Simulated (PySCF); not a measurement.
F₄Se, SMILES F[Se](F)(F)F (connectivity only; charge and spin as stated), charge +1, multiplicity 2.

The structure is a stationary point at B3LYP-D3(BJ)/def2-SVP. The multiplicity is an assumed one; other spin states were not compared. The isomer is the one that the SMILES or the coordinates give; other isomers of the formula were not compared.

All values below come from B3LYP-D3(BJ)/def2-SVP (PySCF).

Frequencies are harmonic and unscaled.

List the normal modes with their intensities. (Estimate from the structure and the level; the computed values follow.)


| mode | ν (cm⁻¹) | IR (km/mol) | moving atoms (share of kinetic energy) |
|---|---|---|---|
| 1 | 182 | 1.4 | F 96 % |
| 2 | 184 | 10.1 | F 77 %, Se 23 % |
| 3 | 273 | 0.0 | F 100 % |
| 4 | 306 | 21.7 | F 74 %, Se 26 % |
| 5 | 323 | 13.1 | F 89 %, Se 11 % |
| 6 | 523 | 27.0 | F 64 %, Se 36 % |
| 7 | 575 | 2.8 | F 99 % |
| 8 | 778 | 38.4 | F 82 %, Se 18 % |
| 9 | 789 | 67.6 | F 77 %, Se 23 % |
